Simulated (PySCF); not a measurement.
Molecule: SMILES P[SiH]1CCC1, C3H9PSi.

Geometry (Å), atoms numbered from 1 in this order:
```xyz
14

P     2.477    0.191   -1.285
Si    0.506    0.764   -0.372
C    -0.162   -0.044    1.240
C    -1.456   -0.450    0.512
C    -1.039   -0.209   -0.949
H     3.220    0.912   -0.370
H     2.623   -0.982   -0.565
H     0.380    2.229   -0.413
H     0.406   -0.912    1.571
H    -0.324    0.589    2.109
H    -2.274    0.212    0.790
H    -1.765   -1.475    0.714
H    -0.807   -1.139   -1.466
H    -1.785    0.314   -1.540
```

Frames of a GFN2-xTB Langevin trajectory at 400 K; GIAO PBE0/pcSseg-1 shieldings in PySCF 2.14.0 with density-fitted response routines, gas phase, non-relativistic; equivalent atoms averaged within each frame.

References, each an isolated molecule treated in the same way: 31P (σ = 318.38 ppm) against H3PO4; 29Si (σ = 349.16 ppm), 13C (σ = 186.93 ppm), 1H (σ = 31.72 ppm) vs TMS. The references are static minima.

Question: How do the shifts (ppm) fluctuate along the trajectory?

Answer: 
```tsv
time (fs)	P1	Si2	C4	C3/C5	H8	H12	H10/H14	H9/H13	H11	H6/H7
250	-294.3	13.1	29.4	29.3	6.92	3.16	2.65	2.27	1.59	1.39
425	-273.6	12.2	25.4	19.0	6.66	1.43	2.34	1.43	4.07	1.39
625	-205.3	-11.9	32.1	23.5	5.77	3.49	1.95	1.13	3.63	3.41
800	-228.5	3.7	18.4	20.7	4.41	2.12	2.32	2.56	2.66	2.31
1000	-308.4	5.3	23.5	13.7	7.24	2.98	2.34	1.69	3.43	0.04
mean of frames	-262.0	4.5	25.8	21.2	6.20	2.64	2.32	1.82	3.08	1.71
standard deviation	43.8	10.1	5.3	5.8	1.14	0.84	0.25	0.59	0.97	1.25
```

5 frames give an uncertainty of the mean of about the standard deviation over 2.2 at best, since frames this close in time may not be independent; classical motion lacks zero-point vibration, and the reference would need the same averaging.
